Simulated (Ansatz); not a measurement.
Compare A (`CC[SiH2]O`) with its isomer B (`CCO[SiH3]`).

Isolated molecules relaxed with PBE0-D4/def2-TZVP in Ansatz; ΔE leaves out vibrations. CBS: MP2 limit from def2 TZ/QZ plus the TZ coupled-cluster correction, frozen cores. Functionals use def2-TZVPP. Each species was taken in one conformer, which may not be the lowest.

Problem. Which is lower in electronic energy at CCSD(T)/CBS, and by how much? (Estimate.)

Solution. The calculation gave: A, by 78.1 kJ/mol.

Problem. Give E(B) − E(A) in kJ/mol with CCSD(T)/def2-SVP, HF/def2-TZVPP, LDA (SPW92), CCSD/def2-TZVPP, B2PLYP, CCSD(T)/def2-TZVPP, MP2/def2-TZVPP. (Best estimate.)

Solution. The calculation gave: CCSD(T)/def2-SVP 55.5, HF/def2-TZVPP 59.7, LDA (SPW92) 75.1, CCSD/def2-TZVPP 73.6, B2PLYP 72.2, CCSD(T)/def2-TZVPP 74.7, MP2/def2-TZVPP 81.0. None reverses the order clearly.

Problem. Does the order hold for the free energy at 298.15 K (harmonic terms from PBE0-D4)? (Best estimate.)

Solution. Computed: Yes: G(B) − G(A) = +75.4 kJ/mol, for one conformer each. Modes under 60 cm⁻¹, often nearly free rotors, make the harmonic entropy too high.

Largest T1 diagnostic: 0.010.

In def2-TZVPP, CCSD(T) changes the Hartree–Fock value by +14.9 kJ/mol (the triples alone add +1.0 kJ/mol) and MP2 by +21.3 kJ/mol. At CCSD(T), def2-SVP lies −22.7 kJ/mol from the extrapolated value and def2-TZVPP −3.5 kJ/mol.
